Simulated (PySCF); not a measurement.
A structure optimised at PBE0-D3(BJ)/def2-SVP, used in a PySCF frequency run:

```
Si
O 1 1.6554
H 2 0.9618 1 118.03
H 1 1.4815 2 107.55 3 -177.01
H 1 1.4908 4 112.62 2 -125.46
C 1 1.9308 4 107.95 5 -115.73
F 6 1.3388 1 112.98 4 -56.10
F 6 1.3423 7 107.35 1 -122.77
F 6 1.3469 7 107.03 8 -114.77
```
Charge 0, spin multiplicity 1.

Task: Write its SMILES and formula.

Result: O[SiH2]C(F)(F)F, CH3F3OSi

Task: What are its rotational constants (standard atomic weights)?

Result: 4.4781, 1.9787, 1.8547 GHz
